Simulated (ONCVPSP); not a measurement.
**u(r) = r·R(r): atom against pseudo-atom (oxygen (O))**

Columns: radius, all-electron u(r) and pseudo u(r) of the 2p shell (level -9.14 eV) of oxygen in the configuration [He] 2s1.75 2p4.25; PBE, scalar-relativistic, ONCV scheme, ONCVPSP 4.0.1.

| r (bohr) | all-electron | pseudo |
| --- | --- | --- |
| 0.050 | 0.0313 | 0.0127 |
| 0.100 | 0.1035 | 0.0503 |
| 0.150 | 0.1944 | 0.1109 |
| 0.200 | 0.2907 | 0.1908 |
| 0.250 | 0.3847 | 0.2840 |
| 0.300 | 0.4718 | 0.3837 |
| 0.350 | 0.5499 | 0.4830 |
| 0.400 | 0.6178 | 0.5765 |
| 0.450 | 0.6758 | 0.6610 |
| 0.500 | 0.7242 | 0.7339 |
| 0.550 | 0.7634 | 0.7931 |
| 0.600 | 0.7941 | 0.8365 |
| 0.650 | 0.8169 | 0.8625 |
| 0.700 | 0.8326 | 0.8726 |
| 0.750 | 0.8422 | 0.8707 |
| 0.800 | 0.8463 | 0.8624 |
| 0.850 | 0.8458 | 0.8523 |
| 0.900 | 0.8414 | 0.8429 |
| 0.950 | 0.8336 | 0.8337 |
| 1.000 | 0.8230 | 0.8230 |
| 1.050 | 0.8102 | 0.8101 |
| 1.100 | 0.7955 | 0.7954 |
| 1.150 | 0.7793 | 0.7792 |
| 1.200 | 0.7619 | 0.7619 |
| 1.250 | 0.7436 | 0.7436 |
| 1.300 | 0.7247 | 0.7246 |

(1) How many radial nodes do the two functions have?

(2) At about which radius was the pseudo-wave matched?

(3) Where does each function peak?

(4) Is the pseudo-wave norm-conserving?

## Answers

(1) The all-electron 2p function has n − l − 1 = 0; the pseudo-wave has 0.

(2) 1.00 bohr, where the columns begin to agree (steps of 0.05 bohr).

(3) Outermost all-electron maximum near 0.80 bohr, pseudo maximum near 0.70 bohr (to the table’s step).

(4) Yes: the ONCV scheme keeps the norm inside the radius equal to the all-electron one, which fixes the energy derivative of the logarithmic derivative at the level.
